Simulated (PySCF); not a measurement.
PBE on Gd(58+) (gadolinium, charge +58)

Configuration: [He] 2s2 2p2, high-spin 3P determinant. Computed with PySCF 2.14 in an even-tempered Gaussian basis (19 s from 34 bohr⁻², ratio 2.2; 13 p from 44 bohr⁻², ratio 2.2; 5 d from 170 bohr⁻², ratio 2.4; 5 f from 250 bohr⁻², ratio 2.4; 4 g from 380 bohr⁻², ratio 2.4), with the spin-free X2C one-electron Hamiltonian (Gaussian nucleus).

| Property | Result |
| --- | --- |
| Total energy | -6283.64 hartree |
| One-electron energy | -6504.62 hartree |
| Hartree (Coulomb) energy | 299.70 hartree |
| Exchange-correlation energy | -78.72 hartree |
| ⟨S²⟩ | 2.0000 |
| ⟨L²⟩ | 2.000 |
| Sum of ⟨r⟩ | 0.3759 bohr |
| Sum of ⟨r²⟩ | 0.03470 bohr² |
| Traceless quadrupole moment −½Σ⟨3z² − r²⟩ along its main axis | 0.00293 e·bohr² |

```tsv
shell	electrons	mean orbital energy (eV)	rms radius, mean of both spins (bohr)
1s α	1	-55851.5	0.0248
1s β	1	-55820.5	0.0248
2s α	1	-13330.8	0.0968
2s β	1	-13275.4	0.0968
2p α	2	-12576.1	0.0857
```

Spin-orbit coupling is strong in this species (close to jj coupling), so the high-spin LS determinant is a model state, not a physical level.

Densities and radii are taken from the X2C orbitals without a picture-change correction, which distorts them close to the nucleus.
